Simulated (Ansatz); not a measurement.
CH4Sn (SMILES [CH3][SnH]) moved off its minimum; all values from Ansatz (a quantum-chemistry and plane-wave program), cores frozen in correlated methods. Elements past Kr take the def2 small-core potentials, without spin–orbit coupling.
(charge 0, multiplicity 1)
```xyz
6

Sn     0.0436     0.2603     0.1502
H     -0.4046     1.4116    -1.1863
C      0.0126    -1.4609    -1.1969
H      0.8408    -1.3043    -1.9028
H     -0.9836    -1.4753    -1.5869
H      0.1350    -2.4099    -0.6330
```

Forces at PBE/def2-TZVPP (eV/Å):

```tsv
atom	Fx	Fy	Fz
Sn1	0.001	0.431	0.243
H2	0.059	-0.148	0.108
C3	0.754	-0.533	1.226
H4	-0.405	-0.198	-0.333
H5	-0.646	0.067	-1.019
H6	0.237	0.381	-0.226
```

Problem. Give the forces (eV/Å), the total energy and the dipole at CCSD(T)/def2-TZVPPD.

Solution. 
```csv
atom,Fx,Fy,Fz
Sn1,-0.037,0.492,0.106
H2,0.090,-0.206,0.218
C3,0.747,-0.622,1.244
H4,-0.577,-0.258,-0.226
H5,-0.448,0.055,-0.983
H6,0.225,0.539,-0.358
```
Energy -253.8438 hartree, dipole 0.65 D.

Doubts at one or more of the structures used: a restricted determinant that unrestricted orbitals would lower (CCSD(T)/def2-TZVPPD).
